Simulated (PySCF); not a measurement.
(3E)-hexa-1,3-diene (C6H10), SMILES C(C)/C=C/C=C.

Geometry: PBE0-D3(BJ)/def2-SVP. The values are those of a single conformer.

Two levels are set side by side: TDA-PBE/def2-SVPD (PySCF) and TDA-M06-2X/def2-SVPD (PySCF). Vertical, same geometry. The lowest singlet is HOMO→LUMO+1 49 %, HOMO→LUMO 43 % with PBE and HOMO→LUMO 93 % with the other functional; states are paired by order. Differences are taken from unrounded values.

| quantity | TDA-M06-2X |
|---|---|
| lowest singlet excitation (eV) | 6.21 |
| lowest triplet excitation (TDA) (eV) | 3.47 |
| first bright state (f over 0.05) (eV) | 6.21 |
| its oscillator strength | 1.21 |

What does TDA-PBE give, and how far is it from TDA-M06-2X? (Estimate from the structure and the level; the computed values follow.)


```tsv
quantity	TDA-PBE	TDA-PBE minus TDA-M06-2X
lowest singlet excitation (eV)	5.69	-0.52
lowest triplet excitation (TDA) (eV)	3.14	-0.34
first bright state (f over 0.05) (eV)	5.69	-0.52
its oscillator strength	0.60	-0.61
```

Functionals without exact exchange tend to place singlet excitations lower, as here. Differences between two approximate levels are no errors against the true value.

Rough cost on one machine, each run with all the roots and properties that it gave: TDA-M06-2X against TDA-PBE about 10 times.
